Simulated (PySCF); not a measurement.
A GIAO shielding run with PySCF 2.14.0 with density-fitted response routines (density fitting, non-relativistic, gas phase) on `CC[B@H-](N)[NH3+]`, C2H11BN2:

```
$ OMP_NUM_THREADS=1 python probes_run.py task.json out

{"job": {"kind": "nmr", "xc": "PBE0", "basis": "def2-TZVP", "pop": true}, "charge": 0, "multiplicity": 1}
C      1.944519    -0.272048    -0.111006
C      0.782386     0.468670     0.542113
B     -0.621960     0.449408    -0.258091
N     -1.794418     1.009022     0.482747
N     -1.008947    -1.189180    -0.462272
H      2.892759    -0.168614     0.442322
H      2.121763     0.095707    -1.135347
H      1.759082    -1.359523    -0.191634
H      0.639134     0.091420     1.576554
H      1.061837     1.530558     0.666553
H     -0.523189     0.825858    -1.433001
H     -1.575665     1.403002     1.392449
H     -2.348755     1.688585    -0.025341
H     -0.345258    -1.701932    -1.043508
H     -1.067071    -1.638344     0.453263
H     -1.935303    -1.239914    -0.884585
```

Hardware: 1 thread of an Arm Neoverse V1, shared host. The job also computes population analyses, field gradients.

(1) How large is the calculation?

(2) How long does it take, and how much memory does it need?

(3) And these other runs on the same molecule and hardware: GIAO shielding at B3LYP/pcSseg-1; GIAO shielding at B97-D/pcSseg-1; GIAO shielding at BLYP/pcSseg-1; GIAO shielding at BP86/pcSseg-1; GIAO shielding at HF/pcSseg-1; GIAO shielding at KT2/pcSseg-1?

Results:

(1) 42 electrons, 221 basis functions and 700 auxiliary functions.

(2) 29 s of wall time, with 12 SCF cycles and 4 response iterations; peak memory 0.9 GiB. Times on a shared host scatter by some tens of per cent.

(3) B3LYP/pcSseg-1: 140 functions, 12 s; B97-D/pcSseg-1: 140 functions, 19 s; BLYP/pcSseg-1: 140 functions, 20 s; BP86/pcSseg-1: 140 functions, 18 s; HF/pcSseg-1: 140 functions, 5.3 s; KT2/pcSseg-1: 140 functions, 19 s.
